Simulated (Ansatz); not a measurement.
Ansatz (an electronic-structure program) input (MP2/6-311+G**): The .json file is the Basis Set Exchange's 6-311+G**.

Ansatz 0.2 input:
```yaml
crystal:
  periodic: [false, false, false]
  atoms:
    - {symbol: B, position_ang: [0.01827732, -0.01967071, 0.02476731]}
    - {symbol: F, position_ang: [1.23929023, -0.49341957, -0.23190531]}
    - {symbol: F, position_ang: [-0.51025756, -0.29119197, 1.21980641]}
    - {symbol: N, position_ang: [-0.67924097, 0.73102389, -0.92042913]}
    - {symbol: H, position_ang: [-1.59871957, 1.09644554, -0.74685486]}
    - {symbol: H, position_ang: [-0.29927426, 0.94624460, -1.82508776]}
basis:
  gaussian:
    orbitals: 6-311+G__.json
magnetization: {spin_polarized: false}
correlation: {method: mp2, electrons: outside_noble_gas}
```

Output:

```
Functional definition: HF
integrals: 0.05 GiB planned
810 factors; integrals over basis functions are off by at most 1.3e-3 eV
mean field: 0.25 GiB planned
mean field evaluation 1: about -7600.7942 eV, gradient 4.2e1 eV
mean field evaluation 2: about -7600.7958 eV, gradient 4.2e1 eV
mean field evaluation 4: about -7603.9099 eV, gradient 2.4e0 eV
mean field evaluation 8: about -7603.9292 eV, gradient 1.3e-4 eV
mean field -7603.92918718 eV, -279.4392435005 hartree, gradient 2.1e-6 eV, S^2 0.000000; 0 other end points of the search recorded, 0 dependent functions left out
4 core orbitals not correlated
reference -7603.92918718 eV, -279.4392435005 hartree; 12, 12 occupied and 84, 84 virtual orbitals, 810 factors
second order -18.44757891 eV of doubles, -0.00000000 eV of singles
Total energy: -7622.37676609 eV, -280.1171795212 hartree
```

The geometry given is a B3LYP-D3(BJ)/def2-TZVP minimum.
